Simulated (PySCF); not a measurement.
**Electron affinity of Sc by level of theory**

Sc⁻ [Ar] 3d2 4s2 (3F) → Sc [Ar] 3d1 4s2 (2D), as a difference of total energies. Computed with PySCF 2.14 in def2-TZVPPD (6s6p4d2f1g, 67 functions), with no relativity, point nucleus. Correlated levels: valence and next inner shell: [Ne] frozen. The calculations carry no spin-orbit coupling.

```csv
method,electron affinity (eV)
UHF,-1.507
MP2 (valence and next inner shell),-0.978
SCS-MP2 (valence and next inner shell),-1.160
CCSD (valence and next inner shell),-0.837
CCSD(T) (valence and next inner shell),-0.673
```

The configuration of this anion was assumed by filling the next shell in order. It is not the known or likely ground configuration (Ca⁻, Sr⁻ and Ba⁻, for instance, bind a p electron), so these values are not the electron affinity of the element.

A negative affinity means that the anion lies above the atom at that level of theory.

The coupled-cluster amplitudes are large for Sc⁻ (T1 above 0.03 or a double amplitude above 0.15), so a single reference is strained.
